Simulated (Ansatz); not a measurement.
C10H8O (`Oc1cccc2ccccc12`): measurement beside calculation (Ansatz, PBE0-D4/def2-TZVP geometry).

```xyz
19

O     2.785   -0.128    0.726
C     1.680   -0.400   -0.008
C     1.825   -1.221   -1.096
C     0.718   -1.540   -1.895
C    -0.523   -1.045   -1.607
C    -0.704   -0.196   -0.495
C    -1.971    0.335   -0.168
C    -2.139    1.160    0.908
C    -1.038    1.498    1.714
C     0.203    1.001    1.426
C     0.409    0.143    0.324
H     2.548    0.416    1.480
H     2.808   -1.616   -1.321
H     0.858   -2.192   -2.750
H    -1.379   -1.294   -2.223
H    -2.816    0.072   -0.795
H    -3.120    1.557    1.143
H    -1.174    2.156    2.565
H     1.028    1.294    2.069
```

Measured: 1942.100623 ± 5.3e-05 MHz (A0, ground vibrational state, trans conformer, FTMW and millimetre-wave spectroscopy); 1133.623211 ± 2.1e-05 MHz (B0, ground vibrational state, trans conformer, FTMW and millimetre-wave spectroscopy); 716.017762 ± 1.4e-05 MHz (C0, ground vibrational state, trans conformer, FTMW and millimetre-wave spectroscopy). Source: Conformational Landscape of Oxygen-Containing Naphthalene Derivatives, 2020 (arxiv:2005.09538).

```tsv
constant	measured (MHz)	computed (MHz)	error (%)
A	1942	1971	1.5
B	1134	1137	0.3
C	716	721	0.7
```

Computed constants are equilibrium values for the main isotopes; measured ground-state ones include zero-point motion, which usually lowers them by up to about 1 %.
